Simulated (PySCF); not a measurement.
## Electron correlation in C (carbon, neutral)

[He] 2s2 2p2, high-spin 3P determinant. Computed with PySCF 2.14 in aug-cc-pwCVDZ (5s4p2d, 27 functions), with the non-relativistic Hamiltonian (point nucleus). Frozen: 1s2; 4 electrons correlated.

```tsv
level	correlation energy (mhartree)
CCSD	-78.25
(T)	-1.31
CCSD(T)	-79.56
CCSDT	-79.95
```

Diagnostics: T1 = 0.0099, D1 = 0.0172, largest double amplitude 0.078.

Cost of the coupled-cluster step: about 0.6 core-seconds, for 4 correlated electrons.

Iterations:

```
CC2 = 0
CCSD nocc = (np.int64(3), np.int64(1)), nmo = (26, 26)
frozen orbitals [[0], [0]]
max_cycle = 100
direct = 0
conv_tol = 1e-08
conv_tol_normt = 1e-06
diis_space = 8
diis_start_cycle = 0
Init t2, MP2 energy = -0.0563487001554012
Init E_corr(UCCSD) = -0.0563487001562941
cycle = 1  E_corr(UCCSD) = -0.0705782650829482  dE = -0.0142295649  norm(t1,t2) = 0.049324
cycle = 2  E_corr(UCCSD) = -0.0749930773878382  dE = -0.0044148123  norm(t1,t2) = 0.021904
cycle = 3  E_corr(UCCSD) = -0.0782944737457068  dE = -0.00330139636  norm(t1,t2) = 0.011291
cycle = 4  E_corr(UCCSD) = -0.078226916994096  dE = 6.75567516e-05  norm(t1,t2) = 0.00174857
cycle = 5  E_corr(UCCSD) = -0.0782522182377854  dE = -2.53012437e-05  norm(t1,t2) = 0.000317625
cycle = 6  E_corr(UCCSD) = -0.0782424114794166  dE = 9.80675837e-06  norm(t1,t2) = 7.18606e-05
cycle = 7  E_corr(UCCSD) = -0.0782472129507024  dE = -4.80147129e-06  norm(t1,t2) = 2.08534e-05
cycle = 8  E_corr(UCCSD) = -0.0782468303052245  dE = 3.82645478e-07  norm(t1,t2) = 6.46713e-06
cycle = 9  E_corr(UCCSD) = -0.0782465825640444  dE = 2.4774118e-07  norm(t1,t2) = 1.8725e-06
cycle = 10  E_corr(UCCSD) = -0.0782466959262276  dE = -1.13362183e-07  norm(t1,t2) = 5.0789e-07
cycle = 11  E_corr(UCCSD) = -0.0782466946921814  dE = 1.23404618e-09  norm(t1,t2) = 1.0621e-07
UCCSD converged
E(UCCSD) = -37.76604417218169  E_corr = -0.07824669469218139
UCCSD(T) correction = -0.00131392939204607
```
